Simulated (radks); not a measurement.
Task: Radial electron density D(r) = 4 pi r^2 rho(r) of an atom or ion with 64 electrons. All-electron calculation, Dirac Kohn-Sham, PBE, spin-unpolarised, spherical densities, finite nucleus; Fermi nuclear charge, rms radius of each element as measured or else 0.836 A^(1/3) + 0.57 fm. Program: a radial shooting solver on a logarithmic mesh with Libxc functionals.

r (bohr),D(r) (e/bohr)
0.00308,25.99
0.003529,31.08
0.004076,37.22
0.004669,43.68
0.005393,51.12
0.006178,58.52
0.007135,66.46
0.008175,73.68
0.009441,80.53
0.01082,85.74
0.01249,89.43
0.01431,90.85
0.0164,90.21
0.01894,87.67
0.02169,84.35
0.02505,81.22
0.0287,80.14
0.03315,82.39
0.03798,88.26
0.04386,97.65
0.05025,107.4
0.05803,115.2
0.06649,117.3
0.07679,112.7
0.08797,103.5
0.1016,93.53
0.1164,88.89
0.1344,91.71
0.154,99.10
0.1779,104.5
0.2038,100.6
0.2353,85.21
0.2696,65.87
0.3089,50.83
0.3567,45.78
0.4087,49.49
0.472,54.40
0.5408,53.38
0.6245,45.16
0.7155,34.29
0.8264,24.19
0.9467,17.93
1.093,14.16
1.253,11.75
1.447,9.243
1.657,6.708
1.914,4.203
2.193,2.367
2.533,1.113
2.902,0.4743
3.351,0.1651
3.839,0.05268
4.434,0.01355
5.08,0.003307

What is the nuclear charge?

Result: Z = 66. The innermost maximum, from 1s, lies near gamma/Z bohr with gamma = sqrt(1 - (Z/c)^2) = 0.876, here 0.0133 bohr (found: 0.0147), and its height grows with Z. The density is that of the dysprosium ion Dy2+ in [Xe] 4f10; the configuration itself is not fixed sharply by these data, and Z only to a few units. D(r) has 4 maxima, at r = 0.0147, 0.0649, 0.181, 0.495 bohr, and minima at 0.0282, 0.119, 0.354 bohr, inside which lie 2.01, 11.21, 29.49 electrons.
